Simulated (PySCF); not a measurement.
Screening by computed properties: pick the candidate that meets the target.

Each SMILES stands for a single optimised conformer of the isolated species, non-relativistic unless stated. Electronic properties by PySCF.

The conformers computed, where there is a choice (atom-mapped SMILES and torsion angles):
- `[H]/[N:7]=[CH:6]\[CH2:5][O:4][SiH2:3][C:2]#[CH:1]`: C2–Si3–O4–C5 57°, Si3–O4–C5–C6 -179°, O4–C5–C6–N7 2°
- `[N:1]#[C:2][C@@H:3]1[CH2:4][C@H:5]1[SiH2:6][OH:7]`: C4–C5–Si6–O7 36°, H–O7–Si6–C5 -179°
- `[CH2:1]=[C:2]1[SiH2:3][C@H:4]1[C:5]([NH2:6])=[O:7]`: Si3–C4–C5–N6 58°, H–N6–C5–C4 174°, H–N6–C5–C4 20°
- `[CH3:1][NH:2][Si@@H:3]1[CH:4]=[CH:5][C:6]1=[O:7]`: C1–N2–Si3–C4 -97°

The conformers of `F[C@@H]1CS[C@@](F)([SiH3])C1` aren't listed.

Question: Wanted: HOMO–LUMO gap above 9 eV (CAM-B3LYP/def2-SVPD) and dipole moment below 5 D (CAM-B3LYP/def2-SVPD), at GFN2-xTB geometries. Which candidate meets both?
A. `CN[Si@@H]1C=CC1=O`
B. `O[SiH2][C@H]1[C@@H](C1)C#N`
C. `C=C1[SiH2][C@H]1C(N)=O`
D. `N(=C/CO[SiH2]C#C)/[H]`

Answer: D. Computed values:
| species | HOMO–LUMO gap | dipole moment |
| --- | --- | --- |
| CN[Si@@H]1C=CC1=O | 7.49 eV | 4.13 D |
| C=C1[SiH2][C@H]1C(N)=O | 8.52 eV | 4.33 D |
| N(=C/CO[SiH2]C#C)/[H] | 9.27 eV | 3.34 D |
| O[SiH2][C@H]1[C@@H](C1)C#N | 10.08 eV | 5.35 D |

Question: Wanted: lowest triplet excitation (Tamm–Dancoff) between 4.3 eV and 5.5 eV (TDA CAM-B3LYP/def2-SVPD) and static isotropic polarisability below 90 au (CAM-B3LYP/def2-SVPD), at GFN2-xTB geometries. Which candidate meets both?
A. `O(C/C=N\[H])[SiH2]C#C`
B. `C=C1[SiH2][C@H]1C(N)=O`
C. `N#C[C@@H]1C[C@H]1[SiH2]O`
D. `F[C@@H]1CS[C@@](F)([SiH3])C1`

Answer: A. Computed values:
```csv
species,lowest triplet excitation (Tamm–Dancoff),static isotropic polarisability
C=C1[SiH2][C@H]1C(N)=O,4.10 eV,86.8 au
O(C/C=N\[H])[SiH2]C#C,4.54 eV,80.4 au
F[C@@H]1CS[C@@](F)([SiH3])C1,4.88 eV,92.1 au
N#C[C@@H]1C[C@H]1[SiH2]O,6.21 eV,76.8 au
```

Question: Wanted: lowest singlet excitation above 6 eV (TDDFT CAM-B3LYP/def2-SVPD) and electronic spatial extent ⟨r²⟩ about the centre of nuclear charge above 1000 bohr² (CAM-B3LYP/def2-SVPD), at GFN2-xTB geometries. Which candidate meets both?
A. `N(=C/CO[SiH2]C#C)/[H]`
B. `C=C1[SiH2][C@H]1C(N)=O`
C. `CN[Si@@H]1C=CC1=O`
D. `O[SiH2][C@H]1[C@@H](C1)C#N`

Answer: D. Computed values:
```csv
species,lowest singlet excitation,electronic spatial extent ⟨r²⟩ about the centre of nuclear charge
CN[Si@@H]1C=CC1=O,3.22 eV,1031 bohr²
C=C1[SiH2][C@H]1C(N)=O,5.01 eV,929 bohr²
N(=C/CO[SiH2]C#C)/[H],5.38 eV,1233 bohr²
O[SiH2][C@H]1[C@@H](C1)C#N,7.23 eV,1101 bohr²
```

Question: Wanted: smallest rotational constant above 1.3 GHz (GFN2-xTB) and HOMO energy above -9.3 eV (CAM-B3LYP/def2-SVPD), at GFN2-xTB geometries. Which candidate meets both?
A. `CN[Si@@H]1C=CC1=O`
B. `O[SiH2][C@H]1[C@@H](C1)C#N`
C. `C=C1[SiH2][C@H]1C(N)=O`
D. `N(=C/CO[SiH2]C#C)/[H]`

Answer: C. Computed values:
```
                   species  smallest rotational constant  HOMO energy
     N(=C/CO[SiH2]C#C)/[H]                     0.928 GHz     -8.94 eV
O[SiH2][C@H]1[C@@H](C1)C#N                     1.086 GHz     -9.67 eV
         CN[Si@@H]1C=CC1=O                     1.167 GHz     -7.95 eV
    C=C1[SiH2][C@H]1C(N)=O                     1.386 GHz     -8.42 eV
```
